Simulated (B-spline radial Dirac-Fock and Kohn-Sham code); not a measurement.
Binding energies of Hg⁶⁺ at several levels of theory

System: Hg⁶⁺ in the configuration [Xe] 4f14 5d6.

The density-functional columns are spherical, spin-unpolarised Dirac-Kohn-Sham results without Breit or QED terms: −ε is minus the orbital energy of the initial state and ΔSCF the difference of two total energies. The reference in the last column comes from multi-electron Dirac-Fock with separately optimised hole states, Breit and Lamb-shift corrections added in first order. All numbers are from a B-spline atomic structure program, in eV; a selection of levels is shown. For the 1s level of heavy atoms much of the gap between ΔSCF and the reference is the Breit and QED part, -454.2 eV here; for other levels the error of the functional can be larger.

```
level   PBE −ε  PBE ΔSCF   LDA −ε  LDA ΔSCF  Dirac-Fock
    K  83084.9   83709.9  83019.1   83641.9     83198.6
   L1  14787.4   14905.4  14777.6   14895.9     14951.0
   L2  14195.9   14348.1  14191.3   14343.7     14310.3
   L3  12248.3   12375.7  12245.8   12373.4     12384.7
   M1   3576.1    3612.9   3573.5    3610.5      3670.2
   M2   3308.6    3348.2   3307.6    3347.3      3384.8
   M3   2877.2    2912.8   2876.7    2912.5      2953.6
   M4   2432.7    2475.2   2433.0    2475.6      2487.2
   M5   2340.3    2381.3   2340.6    2381.7      2396.5
   N1    854.7     873.3    853.5     872.1       908.7
   N2    739.8     758.3    739.3     757.8       786.0
   N3    635.6     653.2    635.0     652.5       681.3
   N4    447.4     464.8    447.5     464.8       480.7
   N5    428.0     445.1    428.0     445.1       461.2
   N6    185.7     202.3    186.2     202.8       201.2
   N7    181.5     198.0    182.0     198.5       197.2
   O1    203.7     214.6    204.0     215.0       221.7
   O2    165.0     175.5    165.5     175.9       177.9
   O3    145.7     155.6    145.9     155.8       158.5
 O4,5    89.24     97.76    89.54     98.06       96.47
```

Problem. Order the estimates of the K (1s) level by their distance from the Dirac-Fock value, nearest first.
A. LDA ΔSCF
B. PBE −ε
C. LDA −ε
D. PBE ΔSCF

Solution. B (113.7 eV), C (179.5 eV), A (443.3 eV), D (511.3 eV).

An eigenvalue near the reference for a deep level is a cancellation of errors: it lacks relaxation, carries self-interaction and omits Breit and QED terms.

Values without a named source are computed, but for edge energies of neutral atoms, which are taken from tables.
